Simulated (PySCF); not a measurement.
These 3 structures share the formula C7H11N3. Computed with PBE0-D3(BJ)/def2-SVP geometry optimisation, gas phase (PySCF 2.14.0). Energies are electronic, without zero-point or thermal terms, for one conformer each. No frequencies were run at this level. Point groups hold within 0.08 Å.

Question: Rank from lowest to highest electronic energy at this level (kJ/mol).
A. `Cc1cnncc1N(C)C`
B. `[CH2:1]=[CH:2][c:3]1[n:4][n:5][nH:6][c:7]1[CH:8]([CH3:9])[CH3:10]` with C1–C2–C3–N4 0°, N6–C7–C8–C9 68°
C. `CC(C)(C)c1ccnnn1`

Answer: B (0.0), A (9.5), C (54.8).

As drawn, the lowest has an N–H bond and a C=C bond outside aromatic rings, which the highest lacks; the highest has a quaternary carbon, which the lowest lacks. Neighbours under 10 kJ/mol apart (C=Cc1nn[nH]c1C(C)C and Cc1cnncc1N(C)C) can change places with a better method, another conformer or zero-point energy.

| SMILES | E (Eh) | E rel (kJ/mol) | dipole (D) | point group | A, B, C (MHz) |
| --- | --- | --- | --- | --- | --- |
| C=Cc1nn[nH]c1C(C)C | -436.76683 | 0.0 | 4.94 | near Cs | 2008, 1004, 781.9 |
| Cc1cnncc1N(C)C | -436.76323 | 9.5 | 5.75 | C1 | 2147, 1181, 817.9 |
| CC(C)(C)c1ccnnn1 | -436.74597 | 54.8 | 4.97 | – | 2672, 1002, 867.1 |

Question: How do the relative energies change in single points at PBE0/pcSseg-1 (no added dispersion term) on the same geometries?

Answer: 
| SMILES | PBE0-D3(BJ)/def2-SVP (kJ/mol) | PBE0/pcSseg-1 (kJ/mol) | shift |
| --- | --- | --- | --- |
| C=Cc1nn[nH]c1C(C)C | 0.0 | 0.0 | 0.0 |
| Cc1cnncc1N(C)C | 9.5 | 13.7 | +4.2 |
| CC(C)(C)c1ccnnn1 | 54.8 | 50.8 | -4.0 |

Each column counts from its own lowest isomer. The order is unchanged; the largest shift is 4.2 kJ/mol.
